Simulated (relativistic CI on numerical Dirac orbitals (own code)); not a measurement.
O+: calculation against measurement

Computed by Dirac-Coulomb-Breit CI, KLI orbitals optimised for each configuration, a model potential for QED, valence Slater integrals scaled by 0.85, configuration energies shifted to the measured levels that pair with them (semi-empirical) (own radial code, finite nucleus).

Configurations in the expansion (outside the closed core 1s2): 2s²2p³, 2s2p⁴, 2s²2p²3s, 2s²2p²3p, 2s²2p²3d, 2s²2p²4s, 2p⁵, 2s²2p²4p, 2s²2p²4d, 2s²2p²4f, 2s²2p3s², 2s²2p3s3p, 2s²2p3s3d, 2s²2p3p², 2s2p³3s. Levels of other configurations are missing.

| Configuration | Term (tabulated) | J | Measured (cm⁻¹) | Computed | Error | Purity (%) |
| --- | --- | --- | --- | --- | --- | --- |
| 2s²2p³ | 4S° | 3/2 | 0.0 | 0 | 0 | 100 |
| 2s²2p³ | 2D° | 5/2 | 26810.5 | 26157 | -654 | 100 |
| 2s²2p³ | 2D° | 3/2 | 26830.6 | 26176 | -654 | 100 |
| 2s²2p³ | 2P° | 3/2 | 40468.0 | 36344 | -4124 | 98 |
| 2s²2p³ | 2P° | 1/2 | 40470.0 | 36346 | -4124 | 98 |
| 2s2p⁴ | 4P | 5/2 | 119837.2 | 119838 | 1 | 99 |
| 2s2p⁴ | 4P | 3/2 | 120000.4 | 120000 | 0 | 99 |
| 2s2p⁴ | 4P | 1/2 | 120082.9 | 120083 | 0 | 99 |
| 2s2p⁴ | 2D | 5/2 | 165988.5 | 167633 | 1644 | 98 |
| 2s2p⁴ | 2D | 3/2 | 165996.5 | 167638 | 1642 | 98 |
| 2s²2p²3s | 4P | 1/2 | 185235.3 | 185234 | -2 | 100 |
| 2s²2p²3s | 4P | 3/2 | 185340.6 | 185340 | -1 | 100 |
| 2s²2p²3s | 4P | 5/2 | 185499.1 | 185500 | 1 | 100 |
| 2s²2p²3s | 2P | 1/2 | 188888.5 | 189121 | 233 | 99 |
| 2s²2p²3s | 2P | 3/2 | 189068.5 | 189314 | 246 | 99 |
| 2s2p⁴ | 2S | 1/2 | 195710.5 | 192707 | -3003 | 97 |
| 2s²2p²3p | 2S° | 1/2 | 203942.3 | 204751 | 809 | 99 |
| 2s²2p²3p | 4D° | 1/2 | 206730.8 | 207081 | 351 | 99 |
| 2s²2p²3p | 4D° | 3/2 | 206786.3 | 207137 | 351 | 99 |
| 2s²2p²3p | 4D° | 5/2 | 206877.9 | 207230 | 352 | 99 |
| 2s²2p²3s | 2D | 5/2 | 206971.7 | 205733 | -1238 | 99 |
| 2s²2p²3s | 2D | 3/2 | 206972.7 | 205735 | -1238 | 99 |
| 2s²2p²3p | 4D° | 7/2 | 207002.5 | 207356 | 354 | 99 |
| 2s²2p²3p | 4P° | 1/2 | 208346.1 | 208522 | 176 | 99 |
| 2s²2p²3p | 4P° | 3/2 | 208392.3 | 208569 | 177 | 99 |
| 2s²2p²3p | 4P° | 5/2 | 208484.2 | 208662 | 178 | 99 |
| 2s²2p²3p | 2D° | 3/2 | 211522.1 | 211518 | -4 | 99 |
| 2s²2p²3p | 2D° | 5/2 | 211712.7 | 211713 | 0 | 99 |
| 2s²2p²3p | 4S° | 3/2 | 212161.9 | 212383 | 221 | 97 |
| 2s2p⁴ | 2P | 3/2 | 212593.8 | 212205 | -389 | 85 |
| 2s2p⁴ | 2P | 1/2 | 212762.2 | 212373 | -389 | 85 |
| 2s²2p²3p | 2P° | 1/2 | 214169.9 | 213949 | -221 | 99 |
| 2s²2p²3p | 2P° | 3/2 | 214229.7 | 214006 | -224 | 99 |
| 2s²2p²3p | 2F° | 5/2 | 228723.8 | 227837 | -887 | 100 |
| 2s²2p²3p | 2F° | 7/2 | 228747.5 | 227859 | -888 | 100 |
| 2s²2p²3p | 2D° | 5/2 | 229947.1 | 229280 | -667 | 96 |
| 2s²2p²3p | 2D° | 3/2 | 229968.4 | 229303 | -666 | 96 |
| 2s²2p²3s | 2S | 1/2 | 230609.5 | 233783 | 3174 | 96 |
| 2s²2p²3d | 4F | 3/2 | 231296.1 | 231080 | -216 | 100 |
| 2s²2p²3d | 4F | 5/2 | 231350.1 | 231135 | -216 | 99 |
| 2s²2p²3d | 4F | 7/2 | 231428.0 | 231213 | -215 | 99 |
| 2s²2p²3d | 4F | 9/2 | 231530.2 | 231318 | -212 | 100 |
| 2s²2p²3d | 4P | 5/2 | 232462.7 | 232538 | 75 | 79 |
| 2s²2p²3p | 2P° | 1/2 | 232480.4 | 231302 | -1178 | 95 |
| 2s²2p²3p | 2P° | 3/2 | 232527.1 | 231351 | -1176 | 95 |
| 2s²2p²3d | 4P | 3/2 | 232535.9 | 232597 | 61 | 90 |
| 2s²2p²3d | 4P | 1/2 | 232602.5 | 232626 | 24 | 97 |
| 2s²2p²3d | 4D | 1/2 | 232711.6 | 232283 | -429 | 98 |
| 2s²2p²3d | 4D | 3/2 | 232746.0 | 232279 | -467 | 91 |
| 2s²2p²3d | 4D | 5/2 | 232747.6 | 232281 | -466 | 79 |
| 2s²2p²3d | 4D | 7/2 | 232753.8 | 232372 | -381 | 99 |
| 2s²2p²3d | 2F | 5/2 | 232796.3 | 232864 | 68 | 99 |
| 2s²2p²3d | 2F | 7/2 | 232959.2 | 233041 | 82 | 99 |
| 2s²2p²3d | 2P | 3/2 | 233430.5 | 234012 | 581 | 81 |
| 2s²2p²3d | 2P | 1/2 | 233544.6 | 234151 | 607 | 86 |
| 2s²2p²3d | 2D | 3/2 | 234402.8 | 234417 | 14 | 93 |
| 2s²2p²3d | 2D | 5/2 | 234454.6 | 234455 | 0 | 99 |
| 2s²2p²4s | 4P | 1/2 | 238627.5 | 238626 | -1 | 99 |
| 2s²2p²4s | 4P | 3/2 | 238732.6 | 238733 | 0 | 99 |
| 2s²2p²4s | 4P | 5/2 | 238894.0 | 238897 | 3 | 99 |

Measured levels from NIST Handbook of Basic Atomic Spectroscopic Data (Sansonetti and Martin, J. Phys. Chem. Ref. Data 34, 1559 (2005)); pairs were made by configuration, J and term (by order where the table uses no LS term), so strongly mixed levels may be paired wrongly.

Mean error by configuration (cm⁻¹): 2s²2p³ -2389; 2s2p⁴ -62; 2s²2p²3s 147; 2s²2p²3p -155; 2s²2p²3d -64; 2s²2p²4s 1. Over the excited levels the mean absolute error is 606 cm⁻¹ (59 of the 59 excited levels that our extract of the source holds in range could be paired), and the median relative error of those above 1,000 cm⁻¹ is 0.13 %, both after the shifts were fitted to these levels, so that a configuration with one level shows no error.

Transition probabilities of persistent lines. The last column rescales the computed rate by the cube of measured over computed energy:

```
λ measured (Å)          Lower           Upper  A tabulated (s⁻¹)  A computed  A rescaled
 429.92 vacuum  2s²2p³ ⁴S°3/2  2s²2p²3d ⁴P1/2           4.25e+09    4.62e+09    4.62e+09
 430.04 vacuum  2s²2p³ ⁴S°3/2  2s²2p²3d ⁴P3/2           4.13e+09    4.31e+09    4.30e+09
 430.18 vacuum  2s²2p³ ⁴S°3/2  2s²2p²3d ⁴P5/2           4.36e+09    3.74e+09    3.74e+09
 537.83 vacuum  2s²2p³ ²D°3/2     2s2p⁴ ²P1/2           5.73e+09    9.07e+09    9.03e+09
 538.26 vacuum  2s²2p³ ²D°5/2     2s2p⁴ ²P3/2           5.18e+09    8.25e+09    8.21e+09
 718.50 vacuum  2s²2p³ ²D°5/2     2s2p⁴ ²D5/2           1.90e+09    2.98e+09    2.84e+09
 718.57 vacuum  2s²2p³ ²D°3/2     2s2p⁴ ²D3/2           1.85e+09    2.90e+09    2.76e+09
```

Configurations whose levels could be paired with our table of measured levels were shifted onto them, all but the ground configuration, by the median error of their levels; single terms can still be off by 1,000 to 2,000 cm⁻¹ or more, and rates follow the energies as ν³ (E1, M1) or ν⁵ (E2). The others borrow a shift and can be off by several thousand cm⁻¹ or more. The fine structure of a lone outer electron comes out too small, for d and f at times inverted, and misplaced configurations move strength between like terms. 59 of the 59 excited levels that our extract of the measured tables holds in this range could be paired (the sources list more); they are missed by 606 cm⁻¹ on average and 4124 at most, after the shifts were fitted to these levels, and levels without a partner can miss by more.

Shifts applied (cm⁻¹): 2s²2p³ 0; 2s2p⁴ -5432; 2s²2p²3s -1137; 2s²2p²3p -413; 2s²2p²3d -579; 2s²2p²4s -930.
